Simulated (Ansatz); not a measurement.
An input meant for Si(NH2)4 (SiN4H8) (charge 0, singlet).

```yaml
crystal:
  periodic: [false, false, false]
  atoms:
    - {symbol: Si, position_ang: [0.000040, 0.000005, -0.000027]}
    - {symbol: N, position_ang: [0.198630, 0.184014, 1.712782]}
    - {symbol: H, position_ang: [0.794474, -0.471533, 2.208775]}
    - {symbol: H, position_ang: [-0.611271, 0.424946, 2.275418]}
    - {symbol: N, position_ang: [1.626839, -0.269291, -0.536329]}
    - {symbol: H, position_ang: [2.366395, 0.322607, -0.171170]}
    - {symbol: H, position_ang: [1.790339, -0.480563, -1.515746]}
    - {symbol: N, position_ang: [-0.962717, 1.381787, -0.413386]}
    - {symbol: H, position_ang: [-0.711817, 2.285761, -0.025226]}
    - {symbol: H, position_ang: [-1.287389, 1.482834, -1.369942]}
    - {symbol: N, position_ang: [-0.862949, -1.296192, -0.762782]}
    - {symbol: H, position_ang: [-0.467577, -2.230807, -0.734528]}
    - {symbol: H, position_ang: [-1.872998, -1.333568, -0.667828]}
basis:
  gaussian: {orbitals: def2-mTZVPP, fitting: {mean_field: def2-universal-jkfit}}
hamiltonian: {xc: {name: HF}}
correlation: {active_space: {window: {electrons: 3, orbitals: 2}}}
scf: {omitted_lower_state_checks: [starts]}
```

```sh
$ ansatz run in.yaml --threads 4 --pin off --events-out ev --progress --plain --max-ram 4787MiB
```

Shortened log:

```
Functional definition: HF
580 factors; integrals over basis functions are off by at most 4.0e-1 eV
mean field evaluation 1: about -13916.2700 eV, gradient 5.4e1 eV
mean field evaluation 2: about -13920.5917 eV, gradient 2.7e1 eV
mean field evaluation 4: about -13922.0329 eV, gradient 3.9e-1 eV
mean field -13922.03378134 eV, -511.6253047707 hartree, gradient 2.4e-6 eV, S^2 0.000000; 0 other end points of the search recorded, 0 dependent functions left out
reference -13922.03378134 eV, -511.6253047707 hartree; 25, 25 occupied and 138, 138 virtual orbitals, 580 factors
Error: 3 electrons in 2 orbitals form no window around the highest filled level of the reference
```

In this input the active space doesn't fit the electrons. The run stopped with an error.
